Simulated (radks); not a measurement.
Task: Neutral gadolinium: order these configurations by energy. Calculated with a radial shooting solver on a logarithmic mesh with Libxc functionals: scalar-relativistic Kohn-Sham, PBEsol, spin-polarised, spherical densities, finite nucleus; Fermi nuclear charge, rms radius of each element as measured or else 0.836 A^(1/3) + 0.57 fm. Open shells are filled with parallel spins first. [Xe] 4f7 5d1 6s1 6p1; [Xe] 4f7 5d1 6s2; [Xe] 4f7 5d2 6s1; [Xe] 4f7 6s2 6p1; [Xe] 4f8 6s1 6p1; [Xe] 4f8 6s2.

Result: From the lowest, in eV above it: [Xe] 4f8 6s2 0.000; [Xe] 4f7 5d1 6s2 0.326; [Xe] 4f7 5d2 6s1 0.826; [Xe] 4f8 6s1 6p1 1.893; [Xe] 4f7 5d1 6s1 6p1 2.178; [Xe] 4f7 6s2 6p1 2.400.
